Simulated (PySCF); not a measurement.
C₆H₁₁N₃Si.
Numbering: `[CH2:1]=[CH:2][c:3]1[n:4][cH:5][n:6][n:7]1[SiH:8]([CH3:9])[CH3:10]`

NICS is the negative of the GIAO shielding at a point without a nucleus: at the ring centre (0) and 1 Å above and below it (1); zz is the component along the ring normal. Level: GIAO PBE0/pcSseg-1 (PySCF, non-relativistic, gas phase) on the GFN2-xTB geometry, one conformer.

Ring bond lengths (Å), with Mayer bond orders in brackets: C3–N4 1.321 (1.52), N4–C5 1.344 (1.39), C5–N6 1.309 (1.59), N6–N7 1.348 (1.17), N7–C3 1.361 (1.07).

Question: What do the NICS probes read (ppm)?

Answer: 
```tsv
ring	type	NICS(0)	NICS(1), two faces	NICS(1)zz, two faces	rms pucker (Å)	centre to ring atoms, mean (Å)
C3–N4–C5–N6–N7	5-membered ring with 3 N; formal bonds all aromatic	-11.1	-11.4 / -11.5	-29.3 / -29.8	0.00	1.14
```

Question: What can be read from them?

Answer: 
- C3–N4–C5–N6–N7: mean NICS(1)zz -29.5 ppm, shielded, aromatic by this magnetic criterion (flat ring, no four-coordinate atom).

Question: And the bond-length index? HOMA = 1 − mean of α(R − Ropt)² over the ring bonds, with Krygowski's 1993 parameters (CN: Ropt 1.334 Å, α 93.52 Å⁻²; NN: Ropt 1.309 Å, α 130.33 Å⁻²).

Answer: 
- C3–N4–C5–N6–N7: HOMA 0.93; the largest term is that of N6–N7, α(R − Ropt)² = 0.20. The geometric and the magnetic index point the same way.

Question: At the second NICS(1) probe listed for ring C3–N4–C5–N6–N7, 1 Å off the ring, how large is the induced field along the normal in 1 T applied along it?

Answer: NICSzz × B0 = -29.8 ppm × 1 T = -30 μT, against the applied field.

Question: List the ring angles and the Hirshfeld charges of the ring atoms.

Answer: 
- C3–N4–C5–N6–N7: C3 110.0° (+0.088 e), N4 103.5° (-0.205 e), C5 114.1° (+0.029 e), N6 104.5° (-0.143 e), N7 107.8° (-0.060 e); sum 540.0° against 540° for a flat convex ring.

Conformer computed: `[CH2:1]=[CH:2][c:3]1[n:4][cH:5][n:6][n:7]1[SiH:8]([CH3:9])[CH3:10]`: C1–C2–C3–N4 2°, N6–N7–Si8–C9 -109°.
